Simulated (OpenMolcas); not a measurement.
Lines of Sn III: computed and rescaled rates

```
Program             : OpenMolcas
Method              : MS-CASPT2, IPEA 0.25 Eh, imaginary shift 0.1 Eh (closed shells correlated: 4d)
Basis               : ANO-RCC-VQZP [8s7p5d3f2g]
Scalar Hamiltonian  : DKH2, point nucleus
Active space        : 2 electrons in 4 orbitals (5s 5p)
State averaging     : 2S+1 = 3 even, 3 roots; 2S+1 = 1 even, 7 roots; 2S+1 = 3 odd, 3 roots; 2S+1 = 1 odd, 3 roots
Spin-orbit coupling : RASSI with atomic mean-field integrals over the reference wave functions, term energies averaged over their components
```

Rates come from the transition moments of the reference wave functions (E1 and E2 in the length form). At fixed line strength A goes as λ^-3 for E1 and M1 and as λ^-5 for E2, so a rate at the computed wavelength can be rescaled to the measured one. Measured vacuum wavelengths follow from level energies in Moore, Atomic Energy Levels, vol. III, NSRDS-NBS 35 (1971 reprint of NBS Circular 467, 1958). Branching counts decays inside the model space alone, at computed energies, and the table is only a selection of the E1 lines, drawn from those between levels with measured partners whose computed energy lies within a factor of 1.5 of the measured one.

```json
{"Upper": "5p2 3P0", "Lower": "5s 5p 3P* 1", "Type": "E1", "λ computed (nm)": "137.5", "λ measured (nm)": "138.7", "A computed (s-1)": "2.92e+09", "A rescaled (s-1)": "2.84e+09", "Branching %": "99.4"}
{"Upper": "5p2 3P1", "Lower": "5s 5p 3P* 2", "Type": "E1", "λ computed (nm)": "139.5", "λ measured (nm)": "141.1", "A computed (s-1)": "1.17e+09", "A rescaled (s-1)": "1.13e+09", "Branching %": "37.8"}
{"Upper": "5p2 3P1", "Lower": "5s 5p 3P* 0", "Type": "E1", "λ computed (nm)": "131.1", "λ measured (nm)": "130.6", "A computed (s-1)": "1.13e+09", "A rescaled (s-1)": "1.14e+09", "Branching %": "36.4"}
{"Upper": "5p2 3P1", "Lower": "5s 5p 3P* 1", "Type": "E1", "λ computed (nm)": "133.5", "λ measured (nm)": "133.5", "A computed (s-1)": "7.96e+08", "A rescaled (s-1)": "7.96e+08", "Branching %": "25.7"}
{"Upper": "5p2 3P0", "Lower": "5s 5p 1P* 1", "Type": "E1", "λ computed (nm)": "203.5", "λ measured (nm)": "211", "A computed (s-1)": "1.66e+07", "A rescaled (s-1)": "", "Branching %": "0.6"}
```

Spin-changing lines and M1 lines between different terms are not rescaled, since their strength hangs on the term gaps too.

The largest correction is for 5p2 3P1 → 5s 5p 3P* 2 (E1): 1.17e+09 × (139.5 / 141.1)^3 = 1.13e+09 s-1, a factor of 0.97.

The computed rate and branching of 5p2 3P0 → 5s 5p 3P* 1 give the upper level a radiative lifetime of 0.994 / 2.92e+09 s-1 = 3.40e-10 s, counting decays inside the model space alone. The rescaled rate gives about 3.5e-10 s.

No measured rate stands beside these. Rescaling mends the energy factor alone: line strengths can still be far off where a level mixes with configurations outside the active space, and weak or spin-changing lines hang on small mixing coefficients that depend on the term gaps too, so rescaling need not improve them.

Over all roots computed the reference weight is 0.89 to 0.94; the roots of lowest weight are the least certain, and an intruder state may touch them. The ¹D term of p² mixes with s d, which this space lacks. Computed and measured levels are paired by configuration, term and J; levels that our copy of the source lacks, or whose pairing is in doubt (as where it misses far off the trend of its configuration), stay unpaired. Levels of configurations outside the active space are missing.

* marks odd parity.
